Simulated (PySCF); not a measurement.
Xe⁺ (xenon, charge +1): UHF calculation

Configuration: [Kr] 4d10 5s2 5p5, 2P determinant. Calculation: PySCF 2.14, in def2-TZVP with the def2 core potential (28 electrons) (6s5p3d2f, 50 functions); scalar relativity through the core potential.

```
Total energy                                                  : -327.877043 hartree
One-electron energy                                           : -562.2295 hartree
Hartree (Coulomb) energy                                      : 256.7418 hartree
Exchange energy                                               : -22.3893 hartree
⟨S²⟩                                                          : 0.7590
⟨L²⟩                                                          : 2.037
Sum of ⟨r⟩                                                    : 29.62 bohr
Sum of ⟨r²⟩                                                   : 49.21 bohr²
Traceless quadrupole moment −½Σ⟨3z² − r²⟩ along its main axis : 2.12 e·bohr²
Time after the integrals                                      : 0.18 s of wall time on 1 thread of Neoverse-V2 (shared host)
```

```csv
shell,electrons,mean orbital energy (hartree),spread (hartree),"rms radius, mean of both spins (bohr)"
4s α,1,-8.77530,0,0.767
4s β,1,-8.76535,0,0.767
4p α,3,-6.50824,0.02729,0.820
4p β,3,-6.49826,0.00276,0.820
4d α,5,-3.03719,0.02868,0.934
4d β,5,-3.02971,0.01482,0.934
5s α,1,-1.38543,0,1.98
5s β,1,-1.28535,0,1.98
5p α,3,-0.80848,0.06641,2.34
5p β,2,-0.76687,0,2.34
```

Energies and moments cover only the electrons outside the core potential.
